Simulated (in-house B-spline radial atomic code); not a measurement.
Results of a calculation; reference values are marked as such.
Kr in electron gases of falling density

A nucleus sits in a uniform electron gas with a rigid positive background. The Kohn-Sham equations are solved self-consistently in the spin-unpolarised LDA (PW92), non-relativistic, on B-splines with outgoing waves at the boundary and partial waves to l = 8. The model has no lattice, no bands and no magnetic solution. Atomic units; δ_l are the phase shifts at the Fermi level, counted so that each bound state adds π, and good to about 0.0005.

```
r_s (bohr)     k_F   δ0/π   δ1/π   δ2/π  shallowest bound level (hartree)  σ_tr (bohr²)  Q (a.u.)
       1.5  1.2794  3.297  2.520  1.305                         p -0.0102         20.96     1.897
      1.65  1.1631  3.359  2.572  1.293                         p -0.0359         28.58     1.767
       1.8  1.0662  3.414  2.618  1.277                          p -0.062         36.89     1.610
         2  0.9596  3.480  2.673  1.252                          p -0.095         47.63     1.364
      2.07  0.9271  3.501  2.690  1.243                          p -0.106         50.97     1.272
       2.2  0.8723  3.538  2.721  1.227                          p -0.124         56.23     1.100
       2.4  0.7996  3.590  2.762  1.201                           p -0.15         61.36     0.847
      2.67  0.7188  3.652  2.811  1.169                          p -0.177         62.20     0.561
         3  0.6397  3.717  2.859  1.134                          p -0.201         55.61     0.315
       3.3  0.5816  3.765  2.894  1.107                          p -0.216         45.89     0.177
       3.6  0.5331  3.806  2.922  1.085                          p -0.226         35.72     0.097
         4  0.4798  3.848  2.949  1.062                          p -0.234         24.34     0.044
```

Q = n k_F σ_tr, with n = 3/(4π r_s³).

(1) How does the screening charge move between partial waves as the gas thins?

(2) What end-to-end powers of r_s do the first and last rows give for σ_tr and Q?

Results:

(1) By (2/π)(2l + 1) δ_l, at r_s = 1.5 it is s 6.59, p 15.12, d 13.05, f and beyond 1.24, and at r_s = 4 s 7.70, p 17.70, d 10.62, f and beyond -0.01. The free atom is [Ar] 3d10 4s2 4p6.

(2) σ_tr goes as r_s^+0.15 and Q as r_s^-3.85. Since n k_F/k_F² goes as r_s⁻², Q = 4π n Σ/k_F would fall as r_s⁻² at fixed phase shifts; the sum Σ (l + 1) sin²(δ_l − δ_(l+1)) is 2.730 in the first row and 0.446 in the last, and ranges from 0.45 to 3.49 between them, so these powers are no law.
